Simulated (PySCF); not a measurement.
Structure problem from calculated spectra and properties.

Elements present: C, H, P and Si. Monoisotopic mass: 118.0368 u.

| Quantity | Value |
| --- | --- |
| Dipole | 1.02 D [PBE0/def2-SVPD] |
| 1H NMR | chemical shifts (computed TMS as zero) by class: 6.01 (1 H), 5.23 (1 H), 5.22 (1 H), 4.86 (1 H), 1.71 (1 H), 1.70 (1 H), 1.50 (2 H), 0.24 (3 H) ppm [GIAO PBE0/pcSseg-1] |
| UV, first state | lowest singlet excitation: 6.23 eV (199 nm, f = 0.048) [TDDFT PBE0/def2-SVPD] |
| 13C NMR | chemical shifts (computed TMS as zero) by class: 142.7 (1 C), 121.8 (1 C), 24.9 (1 C), -5.2 (1 C) ppm [GIAO PBE0/pcSseg-1] |
| Polarisability | 105.8 au [PBE0/def2-SVPD] |
| Rotational structure | rotational constants A, B, C: 2.815, 1.388, 1.171 GHz [PBE0-D3(BJ)/def2-SVP] |
| Valence photoelectron | vertical ionisation energy: 8.82 eV [ΔSCF PBE0/def2-SVPD] |
| Triplet | lowest triplet excitation (Tamm–Dancoff): 4.16 eV [TDA PBE0/def2-SVPD] |
| UV, strongest line | among the 10 lowest singlet transitions: S8 at 7.07 eV (175 nm, f = 0.165) [TDDFT PBE0/def2-SVPD] |
| NMR, other nuclei | isotropic shieldings of nuclei other than C and H, by class: 366 (1 Si), 595 (1 P) ppm [GIAO PBE0/pcSseg-1] |

The electronic properties come from PySCF, for the isolated species, density fitting. Levels stand in brackets. Isolated species at its PBE0-D3(BJ)/def2-SVP geometry (one conformer only). Each NMR value is the plain mean over a class of atoms that symmetry, rotation or inversion makes alike.

Q: Which formula fits the mass and the elements?

A: C4H11PSi (calculated 118.0368). No other formula that holds each of these elements comes within 0.0003 u with a fitting electron parity and a possible valence count.

Q: Propose a structure and show how it fits.

A: Numbering: `[CH2:1]=[CH:2][CH2:3][Si@H:4]([CH3:5])[PH2:6]`. 4 carbons fall into 4 classes; from least to most shielded: alkene CH carbon [C2] (142.7 ppm), terminal =CH2 carbon [C1] (121.8 ppm), sp3 carbon bound to silicon [C3] (24.9 ppm), Si-methyl carbon [C5] (-5.2 ppm). Hydrogen classes from least to most shielded: 1 H on an alkene CH carbon, C2 (6.01 ppm), 1 H on a terminal =CH2 carbon, C1 (5.23 ppm), 1 H on a terminal =CH2 carbon, C1 (5.22 ppm), 1 H on an SiH silicon, Si4 (4.86 ppm), 1 H on an sp3 carbon bound to silicon, C3 (1.71 ppm), 1 H on an sp3 carbon bound to silicon, C3 (1.70 ppm), 2 H on a three-coordinate phosphorus, P6 (1.50 ppm), 3 H on an Si-methyl carbon, C5 (0.24 ppm). The other shieldings belong to: 366 ppm, SiH silicon [Si4]; 595 ppm, three-coordinate phosphorus [P6]. The first electron is taken from the HOMO, whose largest Löwdin shares are 0.29 on the terminal =CH2 carbon, 0.23 on the alkene CH carbon, 0.12 on the three-coordinate phosphorus and 0.12 on the sp3 carbon bound to silicon. The optimised geometry has point group C1 and is an asymmetric top. Structure: `C=CC[Si@H](C)P`. Computed isomers that give other values at the same levels: `C[C@@H]1C[C@@H]1[SiH2]P` (13C chemical shifts (computed TMS as zero) by class: 18.0 (1 C), 15.1 (1 C), 12.6 (1 C), 0.2 (1 C) ppm); `P[SiH2]C1CCC1` (rotational constant A: 5.198 GHz; this holds for the one conformer computed). The assignments are read from this structure; whether some other isomer fits the data as well wasn't checked. The mirror image fits equally.

Conformer computed: `[CH2:1]=[CH:2][CH2:3][Si@H:4]([CH3:5])[PH2:6]`: C1–C2–C3–Si4 -106°, C2–C3–Si4–C5 61°, H–P6–Si4–C3 -73°, H–P6–Si4–C3 -167°.
